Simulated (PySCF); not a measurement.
The numbers are results of B3LYP-D3(BJ)/def2-TZVP run with PySCF, not measurements. Gas-phase values, no solvent. B3LYP has the VWN-RPA correlation part, as in Gaussian. Delta-SCF ions had no search for a lower state. Excitations are Tamm–Dancoff values on a coarser integration grid. The basis has no diffuse functions, so Rydberg states are missing or too high.

Reference species (SMILES): `C=C[SiH3]` (neutral, multiplicity 1).

```json
{
 "T1 excitation (TDA)": "4.32 eV",
 "dipole_moment": "0.73 D",
 "vertical ionisation energy (Delta-SCF)": "10.17 eV",
 "LUMO": "-0.69 eV"
}
```

Changed species: `C=[SiH]C`.

Question: Give the shifts of the T1 excitation (TDA), dipole moment, vertical ionisation energy (Delta-SCF) and LUMO.

Answer: the T1 excitation (TDA) falls by 1.42 eV, to 2.90 eV; the dipole moment rises by 0.94 D, to 1.67 D; the vertical ionisation energy (Delta-SCF) decreases by 1.84 eV, to 8.33 eV; the LUMO drops by 0.15 eV, to -0.84 eV.
